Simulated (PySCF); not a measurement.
## Worked example: chemical shift, span and skew from a shielding tensor

Be(Cl)(OMe) (CH3BeClO), SMILES C[O][Be][Cl]. Atoms are numbered in the order given.

```xyz
7

Be     0.0000     0.0000     0.1657
Cl     0.0000     0.0000     1.9849
O      0.0000     0.0000    -1.2216
C      0.0000     0.0000    -2.6063
H     -0.8938    -0.5160    -2.9984
H      0.0000     1.0321    -2.9984
H      0.8938    -0.5160    -2.9984
```

Geometry: ωB97X-D3(BJ)/def2-SVP. The values are those of a single conformer.

GIAO shieldings from HF/pcSseg-2 (PySCF), non-relativistic, no solvent. The symmetric part of the tensor of C4 has the principal values 117.1, 117.1, 187.8 ppm. The same nucleus in TMS has σ = 193.3 ppm at this level (PySCF, at its B3LYP-D3(BJ)/def2-TZVP geometry). Without spin–orbit terms, shifts of atoms bonded to Cl or Br come out too high.

**Question.** Work out the isotropic shielding, the ¹³C shift against TMS, the span and the skew.

**Answer.** 
σ(iso) = (σ11 + σ22 + σ33)/3 = 140.7 ppm. δ = σ(ref) − σ(iso) = 193.3 − (140.7) = 52.6 ppm.
Span Ω = σ33 − σ11 = 70.7 ppm. Skew κ = 3(σ(iso) − σ22)/Ω = 1.00, an axial tensor. Tumbling in solution averages the tensor to δ; in a static solid the shielding alone would spread this spin-1/2 line over Ω.
